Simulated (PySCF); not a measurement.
3-fluoropenta-1,4-diyne (C5H3F), SMILES C#CC(F)C#C. Coordinates come from a PBE-D3(BJ)/def2-SVP optimisation.

Task: Give the equilibrium geometry at PBE-D3(BJ)/def2-SVP (PySCF confirms it by a frequency run) as Cartesian coordinates in Å, and its point group. (An estimate is asked for; the answer gives what the named calculation found.)

Result: point group Cs.
```xyz
9

C      0.1381     0.9482    -2.2385
C     -0.0925     0.3222    -1.2160
C     -0.3997    -0.4421     0.0000
F      0.2926    -1.6571     0.0000
C     -0.0925     0.3222     1.2160
C      0.1381     0.9482     2.2385
H      0.3527     1.5061    -3.1397
H     -1.4889    -0.6903     0.0000
H      0.3527     1.5061     3.1397
```
Charge 0, spin multiplicity 1.
